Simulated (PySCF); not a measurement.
Mo(NMe)(S)(F)(SH) (CH4FMoNS2), SMILES C[N]=[Mo]([F])(=[S])[SH], multiplicity 1. Geometry optimised at r2SCAN-D4/def2-SVP. The spin state was assumed, not searched. The def2 effective core potentials stand for the cores of Mo; spin–orbit coupling is left out. The values are those of a single conformer.

Computed equilibrium geometry at r2SCAN-D4/def2-SVP (PySCF confirms it by a frequency run) as a Z-matrix (one conformer of several):
```
N
C 1 1.4187
H 2 1.1036 1 110.53
H 2 1.1044 3 107.98 1 120.15
H 2 1.1058 3 109.16 4 117.86
Mo 1 1.7199 2 156.46 3 -119.71
F 6 1.8600 1 108.93 2 122.04
S 6 2.1234 1 107.04 2 -0.18
S 6 2.3352 1 105.23 2 -114.09
H 9 1.3537 6 96.44 1 -27.50
```
